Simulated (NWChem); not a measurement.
System: SiH4S4; SMILES S[Si](S)(S)S

NWChem printed, in part:

```
             Northwest Computational Chemistry Package (NWChem) 7.3.0
             --------------------------------------------------------

                             Geometry "geometry" -> ""
                             -------------------------

 Output coordinates in angstroms (scale by  1.889725989 to convert to a.u.)

  No.       Tag          Charge          X              Y              Z
 ---- ---------------- ---------- -------------- -------------- --------------
    1 S                   16.0000    -1.05504700    -1.48949400     1.04001200
    2 Si                  14.0000     0.00000000     0.00000000    -0.10543600
    3 S                   16.0000     1.48944200    -1.05516000    -1.25081900
    4 S                   16.0000    -1.48944200     1.05516000    -1.25081900
    5 S                   16.0000     1.05504700     1.48949400     1.04001200
    6 H                    1.0000     0.04510000    -2.06830100     1.57222900
    7 H                    1.0000     2.06869200     0.04496200    -1.78256800
    8 H                    1.0000    -2.06869200    -0.04496200    -1.78256800
    9 H                    1.0000    -0.04510000     2.06830100     1.57222900

 Effective nuclear repulsion energy (a.u.)     514.9485280151

  xc_inp: hfexch multiplicative factor not found.

                                 NWChem DFT Module
                                 -----------------

 Summary of "ao basis" -> "ao basis" (spherical)
 ------------------------------------------------------------------------------
       Tag                 Description            Shells   Functions and Types
 ---------------- ------------------------------  ------  ---------------------
 S                           6-31g*                  8       18   4s3p1d
 Si                          6-31g*                  8       18   4s3p1d
 H                           6-31g*                  2        2   2s

            General Information
            -------------------
          SCF calculation type: DFT
          Wavefunction type:  closed shell.
          No. of atoms     :     9
          No. of electrons :    82
           Alpha electrons :    41
            Beta electrons :    41
          Charge           :     0
          Spin multiplicity:     1
          Use of symmetry is: off; symmetry adaption is: off
          Maximum number of iterations: 150
          AO basis - number of functions:    98
                     number of shells:    48
          Convergence on energy requested:  1.00D-06
          Convergence on density requested:  1.00D-05
          Convergence on gradient requested:  5.00D-04

              XC Information
              --------------
                     Hartree-Fock (Exact) Exchange  1.000

      Superposition of Atomic Density Guess
      -------------------------------------

 Sum of atomic energies:       -1880.63296149

      Non-variational initial energy
      ------------------------------

 Total energy =   -1882.115861
 1-e energy   =   -3628.047044
 2-e energy   =    1230.982654
 HOMO         =      -0.309619
 LUMO         =       0.028280

     ---------------------------------------------
      Total Density - Mulliken Population Analysis
     ---------------------------------------------

    Atom       Charge   Shell Charges
 -----------   ------   -------------------------------------------------------
    1 S   16    16.50   2.00  2.00  5.98  1.32  3.14  0.54  1.49  0.03
    2 Si  14    13.08   2.00  2.00  5.97  0.89  1.32  0.23  0.49  0.18
    3 S   16    16.50   2.00  2.00  5.98  1.32  3.14  0.54  1.49  0.03
    4 S   16    16.50   2.00  2.00  5.98  1.32  3.14  0.54  1.49  0.03
    5 S   16    16.50   2.00  2.00  5.98  1.32  3.14  0.54  1.49  0.03
    6 H    1     0.73   0.39  0.34
    7 H    1     0.73   0.39  0.34
    8 H    1     0.73   0.39  0.34
    9 H    1     0.73   0.39  0.34

[...]

                     NWChem Electrostatic Potential Fit Module
                     -----------------------------------------

 Atom parameters

 Number of atoms is                                    9
 Number of basis functions is                         98

 Grid parameters

 Maximum number of grid points is                  43260
 Number of grid points is                          43259
 Grid range                                     0.300000 nm
 Grid spacing                                   0.020000 nm
 Probe radius                                   0.070000 nm
 Atom radius factor                             1.000000

 Atomic radii

    1    0.100000
   14    0.187000
   16    0.174000
 FASTESP  F
  using M.O. file = ./job.movecs

    Atom              Coordinates                           Charge

                                                  ESP

    1 S    -0.105505   -0.148949    0.104001   -0.426938
    2 Si    0.000000    0.000000   -0.010544    0.825187
    3 S     0.148944   -0.105516   -0.125082   -0.426986
    4 S    -0.148944    0.105516   -0.125082   -0.426918
    5 S     0.105505    0.148949    0.104001   -0.426144
    6 H     0.004510   -0.206830    0.157223    0.220570
    7 H     0.206869    0.004496   -0.178257    0.220193
    8 H    -0.206869   -0.004496   -0.178257    0.221453
    9 H    -0.004510    0.206830    0.157223    0.219584
                                            ------------
                                               -0.000000

 Dipole moment                                  0.004607

 Quadrupole moment Qxx                         -4.242581
                   Qyy                         -4.312488
                   Qzz                          8.555069

 RMS deviation kJ/mol                           0.115220

 RRMS %                                        50.876139
```

Level: Hartree-Fock/6-31G* (spherical d). The geometry was optimised at B3LYP/6-31G* (spherical d).

### Question
Which NWChem input produces such a log?

### Answer
Several could match; the one computed here: the input that was run:
```
start job
memory heap 200 mb stack 900 mb global 1100 mb
geometry units angstroms noautosym nocenter noautoz
  S     -1.055047    -1.489494     1.040012
  Si     0.000000     0.000000    -0.105436
  S      1.489442    -1.055160    -1.250819
  S     -1.489442     1.055160    -1.250819
  S      1.055047     1.489494     1.040012
  H      0.045100    -2.068301     1.572229
  H      2.068692     0.044962    -1.782568
  H     -2.068692    -0.044962    -1.782568
  H     -0.045100     2.068301     1.572229
end
basis spherical
  * library 6-31g*
end
dft
  xc hfexch
  iterations 150
  mulliken
end
task dft energy
esp
  recalculate
  probe 0.07
  range 0.3
  factor 1.0
  spacing 0.02
end
task esp
```
